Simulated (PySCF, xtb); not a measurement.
## BGeH2N: where a starting geometry ends

The starting geometry of this gas-phase singlet was built from a drawn formula by distance geometry and a force field; its bonds are those of `[BH]1[N]=[GeH]1`.

```xyz
5

B     0.3751    0.1623    0.1375
Ge    0.3238    0.5705   -1.6487
N     0.6657    1.5224   -0.3754
H     0.3176   -0.6123    1.0460
H     0.3546   -0.6208   -1.7967
```

Task: Where would you expect an optimisation with r2SCAN-D4/def2-SVP to take it?

Result: A new bond forms, giving a structure with H5 bridging B1 and Ge2, given below by its coordinates. Distances that change by over a tenth: B1–Ge2 (1.83 → 2.14 Å), Ge2–N3 (1.63 → 1.80 Å), Ge2–H5 (1.20 → 1.87 Å). Contacts that close: B1–H5 (2.09 → 1.35 Å).

The energy falls by 5.25 eV over 22 steps:

```tsv
step	E − E(last) (eV)
1	5.247
3	0.849
6	0.190
8	0.259
10	0.062
13	0.007
15	0.002
17	0.000
20	0.000
22	0.000
```

Final geometry (Å):

```xyz
5

B     0.4333    0.2365   -0.0585
Ge    0.4613    1.0782   -2.0297
N     0.5939    1.5875   -0.3033
H     0.3871   -0.4557    0.9284
H     0.2896   -0.5576   -1.1418
```

From the same start GFN2-xTB ends elsewhere, at `B=[N+]=[GeH-]`.

The end wasn't checked by frequencies. Run with PySCF 2.14.0, 99 s on 2 threads of Arm Neoverse V1, with other jobs on the host.
